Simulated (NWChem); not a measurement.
System: CH4O2Si, singlet; SMILES [Si](O)OC

```xyz
8

Si    -0.6348    -0.6225     0.0000
O      0.4953    -1.8405     0.0000
H      1.4188    -1.5529     0.0000
O      0.4177     0.6864     0.0000
C      0.0493     2.0390     0.0000
H      0.4585     2.5426     0.8911
H      0.4585     2.5426    -0.8911
H     -1.0476     2.1813     0.0000
```
Atoms are numbered in this order, from 1.

All runs: NWChem. Pople sets run with spherical d functions. Low-valent species are run as closed-shell singlets; no triplet was tried in these runs. All runs use the structure optimised with PBE0/def2-SVP. Ions are spin-unrestricted doublets at the neutral geometry; other ion states weren't tried. Functional: LC-ωPBE (HJS hole) with 6-31G*; rows give the range parameter ω in 1/bohr.

```
range parameter (1/bohr)  vertical ionisation energy, ΔSCF (eV)  −ε(HOMO) (eV)  ΔSCF minus −ε(HOMO) (eV)
------------------------  -------------------------------------  -------------  ------------------------
0.10                                                       9.09           7.21                      1.88
0.20                                                       9.22           8.35                      0.87
0.25                                                       9.28           8.77                      0.51
0.35                                                       9.39           9.38                      0.01
0.80                                                       9.58          10.32                     -0.74
```
